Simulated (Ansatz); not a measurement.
Ansatz (a quantum-chemistry and plane-wave program) input file for CH₃BO, SMILES [BH3-]C#[O+], CAM-B3LYP/def2-TZVPD. Geometry optimised at B3LYP-D3(BJ)/def2-TZVP.

Ansatz 0.2 input:
```yaml
crystal:
  periodic: [false, false, false]
  atoms:
    - {symbol: B, position_ang: [-0.00000000, -0.00000000, -1.33557350]}
    - {symbol: H, position_ang: [1.01040351, 0.58335674, -1.64302505]}
    - {symbol: H, position_ang: [-1.01040351, 0.58335674, -1.64302505]}
    - {symbol: H, position_ang: [-0.00000000, -1.16671348, -1.64302506]}
    - {symbol: C, position_ang: [0.00000000, 0.00000000, 0.18409639]}
    - {symbol: O, position_ang: [-0.00000000, -0.00000000, 1.31279554]}
basis:
  gaussian:
    orbitals: def2-TZVPD
hamiltonian:
  xc: {name: CAM-B3LYP}
```

Log of the run:

```
WARN ansatz: RAYON_NUM_THREADS=1 ignored (pool sized by the plan → 1); use --threads N
Functional definition: CAM-B3LYP
integrals: 0.04 GiB planned
676 factors; their error is unknown
integrals: 0.07 GiB planned
295 factors; integrals over basis functions are off by at most 3.0e-5 eV
mean field: 0.51 GiB planned
mean field evaluation 1: about -3806.0431 eV, gradient 3.5e1 eV
mean field evaluation 2: about -3805.9133 eV, gradient 4.0e1 eV
mean field evaluation 4: about -3808.4115 eV, gradient 1.1e0 eV
mean field evaluation 8: about -3808.4180 eV, gradient 2.2e-1 eV
mean field evaluation 16: about -3808.4181 eV, gradient 1.0e-5 eV
mean field -3808.41806809 eV, -139.9567825639 hartree, gradient 1.0e-5 eV, S^2 0.000000; 0 other end points of the search recorded, 0 dependent functions left out
reference -3808.41818364 eV, -139.9567868103 hartree; 11, 11 occupied and 130, 130 virtual orbitals, 676 factors
Total energy: -3808.41818364 eV, -139.9567868103 hartree
```

Self-consistency was reached.

Cost: roughly 2.4 core-seconds.
